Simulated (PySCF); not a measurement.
## Solvent effects on NMR parameters

Bonds (- single, = double, # triple, : aromatic): C1-C2, C2-C3, C3-O4, O4-C5, C3-C6, C6-C7, C7-C8, C8-C9, C9-C10, C10-C6. C1 carries H11, H12, H13; C2 carries H14, H15; C3 carries H16; C5 carries H17, H18, H19; C6 carries H20; C7 carries H21, H22; C8 carries H23, H24; C9 carries H25, H26; C10 carries H27, H28. Stereochemistry as in CC[C@H](OC)C1CCCC1. H21, H23, H25, H27 are cis to C3 on the ring; H15 is pro-R; H14 is pro-S; H22, H24, H26, H28 are trans to C3 on the ring.

GIAO PBE0/pcSseg-1 in PySCF 2.14.0 with density-fitted response routines on one PBE0-D3(BJ)/def2-SVP conformer, non-relativistic, equivalent nuclei averaged. Solvents enter as an IEF-PCM continuum (benzene with ε = 2.3, water with ε = 78.4) around the gas-phase geometry. Shifts are referred to TMS computed in the same medium.

In benzene, δ in ppm: C3 87.0, C5 56.4, C6 44.9, C10 35.7, C7 30.6, C9 26.7, C8 25.1, C2 21.8, C1 6.7, H17/H18/H19 3.27, H16 2.50, H28 1.95, H14 1.90, H20 1.61. Dipole moment 1.25 D.

**Question.** How does each δ change in the more polar medium?

**Answer.** 
```csv
atoms,environment,"Δδ, water"
C3,sp3 CH bonded to O,+0.2
C5,methyl carbon bonded to O,+0.4
C6,sp3 CH in a ring,+0.7
C10,sp3 CH2 in a ring,+0.3
C7,sp3 CH2 in a ring,+0.3
C9,sp3 CH2 in a ring,+0.3
C8,sp3 CH2 in a ring,+0.3
C2,sp3 CH2,+0.3
C1,methyl carbon,+0.2
H17/H18/H19,hydrogen on a methyl carbon bonded to O,+0.05
H16,hydrogen on an sp3 CH bonded to O,+0.12
H28,hydrogen on an sp3 CH2 in a ring,-0.17
H14,hydrogen on an sp3 CH2,+0.07
H20,hydrogen on an sp3 CH in a ring,-0.07
```

Changes are relative to benzene. The dipole moment becomes 1.63 D in water.

**Question.** Which nuclei move most (in ppm), and what does the model miss?

**Answer.** C6 (sp3 CH in a ring, +0.7 ppm) in water. A continuum only polarises the solute; specific hydrogen bonds, the anisotropy of aromatic solvents and changes of geometry or conformer are outside it.
